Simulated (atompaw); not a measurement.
**What the settings do to the PAW (atompaw) potential of Hf**

Base potential:

Hf, PAW, made with atompaw 4.2.0.5 (PBEsol, scalar-relativistic). Core [Kr] 4d10 4f14, reference 5s2 5p6 5d2 6s1 6p1. Waves: 5s (bound): rc 1.85 bohr; 6s (bound): rc 1.60 bohr; 5p (bound): rc 1.90 bohr; 6p (bound): rc 2.00 bohr; 5d (bound): rc 2.00 bohr; 5d channel at 3.9 Ry: rc 2.00 bohr; 5f channel at 0.2 Ry: rc 1.80 bohr. Local part: troulliermartins scheme with l = 4 at 0 Ry, radius 1.65 bohr. Core correction: smooth core density matched at 1.65 bohr. Augmentation charge: sinc compensation charge, radius 1.85 bohr; PAW radius 2.00 bohr; waves and projectors: modrrkj vanderbiltortho.

All-electron outer shells of the reference configuration (PBEsol, scalar-relativistic, ld1.x):

```json
{"shell": "4d", "level (eV)": "-207.99", "outermost node (bohr)": "0.23", "outermost maximum (bohr)": "0.47"}
{"shell": "5s", "level (eV)": "-68.53", "outermost node (bohr)": "0.55", "outermost maximum (bohr)": "1.01"}
{"shell": "5p", "level (eV)": "-37.07", "outermost node (bohr)": "0.60", "outermost maximum (bohr)": "1.16"}
{"shell": "4f", "level (eV)": "-18.34", "outermost node (bohr)": "–", "outermost maximum (bohr)": "0.45"}
{"shell": "6s", "level (eV)": "-6.03", "outermost node (bohr)": "1.36", "outermost maximum (bohr)": "2.85"}
{"shell": "5d", "level (eV)": "-3.91", "outermost node (bohr)": "0.67", "outermost maximum (bohr)": "1.67"}
{"shell": "6p", "level (eV)": "-2.06", "outermost node (bohr)": "1.65", "outermost maximum (bohr)": "3.95"}
```

Cutoffs, loose and tight: the cutoffs (Ry, on a coarse ladder) from which the occupation-weighted sum of valence levels, in a spherical-Bessel basis at the reference potential, stays within 10 and 1 mRy of its value at 400 Ry. They see the waves, projectors and local potential, not the compensation charge or the core. A dash means not determined.

A true bound ghost makes a file unfit for plane-wave use even where its test errors are small: the radial tests pick states by their node count and pass the ghost by.

```tsv
change	outcome	cutoff, loose	cutoff, tight	bound ghosts
base	generated	25 Ry	35 Ry	s
reference 5s2 5p6 5d2 6s1.5 6p0.5; added wave 5f channel at 1.05 Ry: rc 2.00 bohr	generated	25 Ry	35 Ry	s, f
augmentation sinc compensation charge, radius 1.30 bohr; PAW radius 2.00 bohr; waves and projectors: modrrkj vanderbiltortho	generated	25 Ry	35 Ry	s
core correction smooth core density matched at 1.54 bohr	generated	25 Ry	35 Ry	s
```

Question: What comes out with this change to the base: all radii scaled by about 1.08 (s 2.00, p 2.06, d 2.16, f 1.96 bohr); local potential troulliermartins scheme with l = 4 at 0 Ry, radius 1.78 bohr; augmentation sinc compensation charge, radius 2.00 bohr; PAW radius 2.16 bohr; waves and projectors: modrrkj vanderbiltortho; core correction smooth core density matched at 1.78 bohr?

Answer: outcome: generated; cutoff, loose: 35 Ry; cutoff, tight: 35 Ry; bound ghosts: s.

Question: What comes out with this change to the base: core [Kr] 4d10 4f14 5s2, valence charge 10; reference 5p6 5d2 6s2 6p0; waves now 6s (bound): rc 2.65 bohr; 6s channel at 1.9 Ry: rc 2.50 bohr; 5p (bound): rc 1.80 bohr; 6p (bound): rc 2.65 bohr; 5d (bound): rc 2.65 bohr; 5d channel at 1 Ry: rc 2.65 bohr; 5f channel at 0.15 Ry: rc 2.65 bohr; local potential troulliermartins scheme with l = 4 at 0 Ry, radius 1.80 bohr; core correction smooth core density matched at 1.70 bohr; augmentation sinc compensation charge, radius 2.00 bohr; PAW radius 2.65 bohr; waves and projectors: modrrkj vanderbiltortho?

Answer: outcome: generated; cutoff, loose: 21 Ry; cutoff, tight: 40 Ry; bound ghosts: s.

Question: What comes out with this change to the base: wave 6p (bound): rc 2.00 bohr becomes 6p (bound): rc 1.18 bohr?

Answer: outcome: failed: atompaw: The overlap operator has at least one negative eigenvalue!. Cause: the overlap operator built from these waves and projectors is not positive definite.
